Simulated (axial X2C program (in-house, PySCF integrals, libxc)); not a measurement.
Outer orbitals of GeP at 2.150 Å, PBE0

Computed with an in-house all-electron X2C program for linear molecules (integrals from PySCF). Spin-free means the one-electron spin-free X2C Hamiltonian; two-component (2c) means X2C with spin–orbit coupling and atomic mean-field two-electron Coulomb and Gaunt terms, so the difference of the two also holds small scalar two-electron terms. Basis: Ge dyall-cv3z [9s9p7d4f1g], P dyall-v3z [8s7p2d1f] (cores contracted in-house); Gaussian nuclei, density fitting, unrestricted open shells. Masses: Ge 73.921 u, P 30.974 u.

The distance is close to the 2c PBE0 minimum; the highest filled and lowest empty levels are listed.

Spin-free orbitals, state M_S = 1/2, Λ = 1 (beyond evenly filled blocks: π+α, π+β, π-α) (Löwdin shares):

```
symmetry  occupied  ε (eV)             atomic character
     δ-α       yes  -33.24                    100% Ge d
     δ+α       yes  -33.24                    100% Ge d
     δ+β       yes  -33.23                    100% Ge d
     δ-β       yes  -33.21                    100% Ge d
     π-α       yes  -33.05                    100% Ge d
     π+α       yes  -33.05                    100% Ge d
     π+β       yes  -33.04                    100% Ge d
      σα       yes  -33.04                    100% Ge d
      σβ       yes  -33.03                    100% Ge d
     π-β       yes  -33.03                    100% Ge d
      σα       yes  -17.35  54% P s, 28% Ge s, 10% Ge p
      σβ       yes  -16.53   49% P s, 32% Ge s, 8% Ge p
      σα       yes  -12.20   46% Ge s, 22% P s, 20% P p
      σβ       yes  -11.81   42% Ge s, 26% P s, 18% P p
     π-α       yes   -7.26   66% P p, 28% Ge p, 4% Ge d
     π+α       yes   -7.26   66% P p, 28% Ge p, 4% Ge d
      σα       yes   -7.02  45% P p, 39% Ge p, 11% Ge s
      σβ       yes   -6.84  46% P p, 39% Ge p, 10% Ge s
     π+β       yes   -6.49   57% P p, 38% Ge p, 3% Ge d
     π-β        no   -4.59   53% P p, 43% Ge p, 2% Ge d
     π+α        no   -2.35    65% Ge p, 24% P p, 6% P d
     π-α        no   -2.35    65% Ge p, 24% P p, 6% P d
     π+β        no   -2.01   55% Ge p, 33% P p, 6% Ge d
```

Spinors with spin–orbit coupling (state Ω = 3/2):

| ω | occupied | ε (eV) | atomic character | λ mixture |
| --- | --- | --- | --- | --- |
| -3/2 | yes | -33.52 | 100% Ge d | 89% δ, 11% π |
| 3/2 | yes | -33.52 | 100% Ge d | 88% δ, 12% π |
| -1/2 | yes | -33.36 | 100% Ge d | 61% π, 39% σ |
| 1/2 | yes | -33.36 | 100% Ge d | 61% π, 39% σ |
| 5/2 | yes | -33.01 | 100% Ge d | 100% δ |
| -5/2 | yes | -32.98 | 100% Ge d | 100% δ |
| 3/2 | yes | -32.85 | 100% Ge d | 88% π, 12% δ |
| -3/2 | yes | -32.83 | 100% Ge d | 89% π, 11% δ |
| -1/2 | yes | -32.82 | 100% Ge d | 61% σ, 39% π |
| 1/2 | yes | -32.82 | 100% Ge d | 61% σ, 39% π |
| 1/2 | yes | -17.35 | 54% P s, 27% Ge s, 10% Ge p | 100% σ |
| -1/2 | yes | -16.53 | 49% P s, 33% Ge s, 8% Ge p | 100% σ |
| 1/2 | yes | -12.19 | 46% Ge s, 22% P s, 20% P p | 100% σ |
| -1/2 | yes | -11.81 | 42% Ge s, 26% P s, 18% P p | 100% σ |
| -1/2 | yes | -7.29 | 66% P p, 28% Ge p, 4% Ge d | 100% π |
| 3/2 | yes | -7.24 | 67% P p, 27% Ge p, 4% Ge d | 100% π |
| 1/2 | yes | -7.01 | 45% P p, 39% Ge p, 11% Ge s | 100% σ |
| -1/2 | yes | -6.84 | 46% P p, 39% Ge p, 10% Ge s | 100% σ |
| 1/2 | yes | -6.51 | 56% P p, 39% Ge p, 3% Ge d | 100% π |
| -3/2 | no | -4.56 | 53% P p, 43% Ge p, 2% Ge d | 100% π |
| -1/2 | no | -2.38 | 64% Ge p, 24% P p, 6% P d | 100% π |
| 3/2 | no | -2.29 | 66% Ge p, 23% P p, 6% P d | 100% π |
| 1/2 | no | -2.05 | 54% Ge p, 34% P p, 6% Ge d | 100% π |

Task: How does the gap between the highest filled and lowest empty level change from the spin-free to the 2c table?

Result: From 1.90 to 1.95 eV at PBE0, a change of 0.05 eV.

Mulliken charges and populations of the two-component result (they depend on the basis, above all on diffuse functions):

Ge 0.21 e (s 7.92 p 13.78 d 10.08 f 0.01), P -0.21 e (s 5.91 p 9.24 d 0.06). ⟨Lz⟩ = 1.00 ħ and ⟨Sz⟩ = 0.50 ħ (0.07 and 0.43 on the two atoms), which add up to Ω.

One determinant describes the state; a PBE0 search over occupations chose it and may have missed a lower one. Density functionals use the spin component along the axis (collinear). Other states lie close and PBE0, whose exact exchange favours high spin, may order them wrongly; the determinant shown need not be the ground state. The nearest other spin-free determinant of the search, M_S = 1/2, Λ = 0, lies 0.25 eV up at the distance of the search. The functionals have no current-density term, which raises determinants with orbital currents, atoms included. The determinant is spin-polarised beyond a pure state at some levels (its spin-free form has ⟨S²⟩ too high), which makes Re and μ there less reliable.
